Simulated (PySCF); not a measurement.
Compound: C7H8N (doublet state).
Atom-mapped SMILES: `[CH:1]#[C:2][C@@H:3]1[CH2:4][C:5]=[N:6][CH2:7][CH2:8]1` (hydrogens: H9 on C1; H10 on C3; H11, H12 on C4; H13, H14 on C7; H15, H16 on C8)

Geometry (GFN2-xTB, Å), atoms numbered from 1 in this order:
```xyz
16
C7H8N angstrom
C      3.048    0.249    0.197
C      1.871    0.217   -0.019
C      0.439    0.210   -0.231
C     -0.180    1.490    0.403
C     -1.636    1.276    0.490
N     -2.285    0.248    0.378
C     -1.717   -1.060    0.121
C     -0.206   -1.044    0.382
H      4.083    0.264    0.365
H      0.236    0.224   -1.309
H      0.064    2.371   -0.193
H      0.210    1.646    1.412
H     -1.940   -1.312   -0.921
H     -2.223   -1.785    0.764
H      0.250   -1.941   -0.042
H     -0.023   -1.044    1.459
```

The hyperfine couplings belong to this conformer and change with its torsions.

Computed with UKS B3LYP, pcH-1 on C H N, non-relativistic, mean-field spin-orbit, GIAO in PySCF 2.14.0. Geometry: GFN2-xTB, one conformer, isolated molecule. The geometry wasn't refined by DFT: couplings that depend on bond lengths, twists or pyramidal angles can differ widely from those at the functional's own minimum. The SCF solution wasn't tested for stability.

(1) Break the g tensor into its mass correction, gauge correction and orbital-Zeeman/spin–orbit terms.

(2) What effective moment and Curie constant follow for a powder?

(3) What are the electron Larmor frequencies g μB B/h along the three axes at 330 mT?

(4) In a frozen sample, at which fields do the three g values resonate at 9.5, 34, 94 and 263 GHz (hyperfine left aside), and which band first spreads them over more than twice a line width of 0.3 mT?

## Answers

(1) 
```csv
Δg (ppm),1,2,3
relativistic mass correction,-196,-196,-196
gauge correction,8,41,-130
orbital Zeeman/spin–orbit,-2462,12,1520
total,-2649,-143,1193
```

So g = 1.99967, 2.00218, 2.00351 and g_iso = 2.00179; the tensor is rhombic: the two nearest values differ by 35 % of g3 − g1. Axes: g1 points within 3° of the C5–N6 bond.

(2) With the mean of g² = 4.0072 and S(S+1) = 0.75: μ_eff = √(⟨g²⟩S(S+1)) = 1.734 μB and χT = 0.12505·⟨g²⟩·S(S+1) = 0.376 cm³ K/mol (cgs; spin-Hamiltonian part alone).

(3) 9.2360, 9.2476, 9.2537 GHz for g1, g2 and g3, a range of 17.7 MHz.

(4) 
```json
{"band": "X", "GHz": "9.5", "B(g3) mT": "338.78", "B(g2) mT": "339.01", "B(g1) mT": "339.43", "spread mT": "0.65"}
{"band": "Q", "GHz": "34.0", "B(g3) mT": "1212.48", "B(g2) mT": "1213.29", "B(g1) mT": "1214.81", "spread mT": "2.33"}
{"band": "W", "GHz": "94.0", "B(g3) mT": "3352.16", "B(g2) mT": "3354.39", "B(g1) mT": "3358.60", "spread mT": "6.44"}
{"band": "J", "GHz": "263.0", "B(g3) mT": "9378.90", "B(g2) mT": "9385.17", "B(g1) mT": "9396.93", "spread mT": "18.02"}
```

The spread grows in proportion to the frequency. X band is the first where it exceeds 0.6 mT.

The largest Mulliken spin populations are on C5 (+0.72), N6 (+0.12) and C7 (+0.08). C5 is the only atom above +0.15.

The HOMO–LUMO gaps are 5.08 eV among the α and 5.78 eV among the β orbitals.
